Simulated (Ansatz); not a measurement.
C₂H₆Cl₂Sn (SMILES [CH3][Sn]([CH3])([Cl])[Cl]), singlet, at a GFN2-xTB geometry (such geometries of metal compounds can be far from the true shape) (all electrons, no relativity).

The Ansatz (a first-principles code) input:
Ansatz 0.2 input:
```yaml
crystal:
  periodic: [false, false, false]
  atoms:
    - {symbol: C, position_ang: [1.80274258, -1.51892946, 0.13022470]}
    - {symbol: Sn, position_ang: [-0.01552912, -0.26777656, -0.05001192]}
    - {symbol: C, position_ang: [-1.95844921, -1.15908069, -0.62853208]}
    - {symbol: Cl, position_ang: [0.45401961, 1.44019862, -1.56676734]}
    - {symbol: Cl, position_ang: [-0.32257777, 0.82263295, 1.98839743]}
    - {symbol: H, position_ang: [1.64728004, -2.25891613, 0.90564891]}
    - {symbol: H, position_ang: [2.63055354, -0.87076108, 0.39427872]}
    - {symbol: H, position_ang: [1.99607754, -2.00130122, -0.82002828]}
    - {symbol: H, position_ang: [-2.68555220, -0.35840678, -0.70224067]}
    - {symbol: H, position_ang: [-2.26178223, -1.86871977, 0.13139445]}
    - {symbol: H, position_ang: [-1.85039202, -1.65314243, -1.58632442]}
basis:
  gaussian:
    orbitals: 3-21G.json
hamiltonian:
  xc: cam_b3lyp
```
The basis file holds 3-21G in the JSON format of the Basis Set Exchange.

Q: Predict the total energy from CAM-B3LYP/3-21G (Ansatz).

A: -6994.9177 Eh

Q: Give the number of basis functions at the level CAM-B3LYP/3-21G.

A: 89
